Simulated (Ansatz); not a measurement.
Ideal-gas functions of CdClH₃OSi (`[SiH3][O][Cd][Cl]`) at 400 K and 1 bar, from an Ansatz frequency run at PBE0-D4/def2-TZVP.

Molar mass 194.97 g/mol, point group Cs (symmetry number 1), electronic degeneracy 1, moments of inertia 17.808, 566.466, 578.464 u Å². Harmonic wavenumbers (cm⁻¹, unscaled): 38, 59, 112, 132, 356, 477, 722, 728, 951, 960, 993, 1001, 2179, 2187, 2220.

Use S(trans) = R[1.5 ln M + 2.5 ln T − 1.1517]; rotational temperatures θ = 24.2544 K / I; S(rot) = R[ln(√π/σ · √(T³/θAθBθC)) + 1.5]; for each mode x = 1.438777 ν̃/T, S = R[x/(eˣ − 1) − ln(1 − e⁻ˣ)] and H = RT x/(eˣ − 1); 1 cm⁻¹ = 0.0119627 kJ/mol; R = 8.31446 J/(mol·K).

By hand: the entropy, in J/(mol·K).

Translation 180.7. Rotation: θ = 1.362, 0.0428, 0.0419 K, giving 117.0. Vibration, mode by mode: 24.87, 21.22, 15.93, 14.59, 6.80, 4.78, 2.38, 2.34, 1.24, 1.21, 1.10, 1.07, 0.03, 0.03, 0.03, in all 97.6. Electronic 0.0. Sum 395.3 J/(mol·K).

By hand: H − E and G − E in kJ/mol, counted from the electronic energy.

Zero-point energy ½ × 13115 × 0.0119627 = 78.4; thermal vibration 17.1; translation, rotation and pV give 4 RT = 13.3. H − E = 108.8 kJ/mol, and G − E = 108.8 − 400 × 395.3/1000 = -49.3 kJ/mol.

Vibration gives 25 % of the entropy, 76.6 J/(mol·K) of it from the modes under 150 cm⁻¹: soft modes count most, and the harmonic formula is weakest for them. The sum counts one conformer and one mirror image; others add a mixing term.
